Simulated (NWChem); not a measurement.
Species: CH6N cation; SMILES C[NH3+]

Program: NWChem. Coordinates come from a B3LYP/6-31G* (spherical d) optimisation. Level: PBE/def2-SVP with SMD (1 M gas to 1 M solution), gas-phase geometry. Reactions with the solvent are ignored.

For solvent ethanol:

- solvation free energy (kcal/mol) = -73.0

Problem. What are these values for solvent 1,4-dioxane?

Solution. The solvation free energy (kcal/mol) is -40.9.
